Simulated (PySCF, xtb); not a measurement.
BF2I, SMILES FB(F)I.

Geometry: PBE0-D3(BJ)/def2-SVP. The def2 effective core potentials stand for the cores of I; spin–orbit coupling is left out.

Calculation: IEF-PCM-PBE0/def2-SVP (PySCF).

The values are the electrostatic part of the solvation free energy, E(continuum) − E(gas) at the gas-phase geometry, in a cavity of scaled van der Waals radii (PySCF's table); cavitation and dispersion terms are not included. In vacuum the orbital gap is 7.56 eV. The dipole moment in vacuum is 0.24 D.

Computed values in water (ε = 78.36), acetone (ε = 20.49), dimethylsulfoxide (ε = 46.83):
| solvent | ε | ΔG(elec) (kcal/mol) | dipole (D) | gap (eV) |
|---|---|---|---|---|
| water | 78.36 | -1.1 | 0.27 | 7.65 |
| acetone | 20.49 | -1.1 | 0.27 | 7.65 |
| dimethylsulfoxide | 46.83 | -1.1 | 0.27 | 7.65 |

For comparison, GFN2-xTB/ALPB(water) (xtb, at the GFN2-xTB geometry, all terms of that model) gives -0.7 kcal/mol.
